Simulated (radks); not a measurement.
Effect of the nuclear size on the scandium ion Sc2+, [Ar] 3d1. Calculated with a radial shooting solver on a logarithmic mesh with Libxc functionals: Dirac Kohn-Sham, LDA (Slater exchange, Perdew-Wang correlation), spin-unpolarised, spherical densities, finite nucleus; open shells are shared between the two j in proportion to 2j + 1; Fermi nuclear charge, rms radius 3.5459 fm. The rms radius is varied about that value; shifts are against it.

rms radius (fm)  total energy shift (eV)  density at nucleus (e/bohr^3)  1s1/2 shift (meV)  2s1/2 shift (meV)
3.1807                          -0.00753                           7230              -3.19             -0.260
3.2764                          -0.00564                           7224              -2.39             -0.195
3.5459                                 0                           7208              0.000              0.000
3.7019                           0.00346                           7199               1.46              0.120
3.9927                            0.0103                           7184               4.36              0.356

Slopes of the eigenvalues against <r^2> in GHz/fm^2, as finite differences over the two radii next to the reference (eigenvalue slopes, not the field-shift constants of lines): 1s1/2 313, 2s1/2 25.6.
